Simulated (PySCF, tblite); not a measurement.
Isomers of C2H5F3SSi, one GFN2-xTB conformer each. Single-point energies are computed at PBE0/pcSseg-1 (PySCF, gas phase, no added dispersion term), electronic only.

**Question.** Rank them by PBE0/pcSseg-1 energy, lowest first (kcal/mol).
A. `[CH3:1][Si@@H:2]([SH:3])[C:4]([F:5])([F:6])[F:7]` with C1–Si2–S3–H 142°
B. `[CH3:1][CH2:2][S:3][Si:4]([F:5])([F:6])[F:7]` with C1–C2–S3–Si4 -70°

**Answer.** B (0.0), A (107.7).

As drawn, the lower has an Si–F bond, which the higher lacks; the higher has an S–H bond, two fluorines on one carbon and an Si–C bond, which the lower lacks. GFN2-xTB itself gives, in the same order: 0.0, 110.2. Both levels put the same isomer lowest.

**Question.** Which frontier levels, dipoles and rotational constants go with these structures?

**Answer.** 
| SMILES | HOMO (eV, PBE0/pcSseg-1) | LUMO (eV) | dipole (D) | A, B, C (MHz) |
| --- | --- | --- | --- | --- |
| CCS[Si](F)(F)F | -8.00 | -0.33 | 3.16 | 2700, 1266, 1125 |
| C[Si@@H](S)C(F)(F)F | -7.79 | -0.07 | 1.83 | 2311, 1306, 1033 |

**Question.** What happens when harmonic zero-point energies from GFN2-xTB frequencies are added?

**Answer.** 
| SMILES | ZPE (kcal/mol) | electronic (kcal/mol) | with ZPE (kcal/mol) |
| --- | --- | --- | --- |
| CCS[Si](F)(F)F | 47.4 | 0.0 | 0.0 |
| C[Si@@H](S)C(F)(F)F | 41.9 | 107.7 | 102.3 |

The zero-point energies span 5.5 kcal/mol. The order is unchanged.
